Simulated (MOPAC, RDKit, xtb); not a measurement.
Complex: CH3F (SMILES CF) (first 5 atoms) with C2H3N (SMILES CC#N); geometry from B3LYP-D3(BJ)/def2-TZVP, rigid monomers moved along the line of their centres of mass till F2···H9 is 2.22 Å.
(charge 0, multiplicity 1):
| atom | x (Å) | y (Å) | z (Å) |
|---|---|---|---|
| C | 0.3729 | 0.5925 | -0.1777 |
| F | 1.1632 | -0.2915 | 0.5656 |
| H | -0.1778 | 1.2259 | 0.5152 |
| H | 1.0306 | 1.1901 | -0.8090 |
| H | -0.3111 | 0.0062 | -0.7914 |
| C | 1.0956 | -0.3695 | 3.5692 |
| C | 0.1842 | 0.6908 | 3.1725 |
| N | -0.5349 | 1.5263 | 2.8459 |
| H | 1.4434 | -0.8939 | 2.6798 |
| H | 1.9535 | 0.0511 | 4.0945 |
| H | 0.5884 | -1.0731 | 4.2297 |

Counterpoise-corrected where a basis set is named; no monomer relaxation. RDKit's UFF carries no charges.

The state that PM6 reach isn't checked.

Codes used: MOPAC for PM6 (differences of heats of formation); RDKit for the force fields; xtb for the GFN methods. 

Task: One of these levels gives 16.8 kJ/mol for the interaction energy. Which?
A) GFN1-xTB
B) PM6
C) UFF
D) MMFF94

Result: C, UFF. The others give -1.1 (MMFF94), 2.1 (PM6), -12.8 (GFN1-xTB)
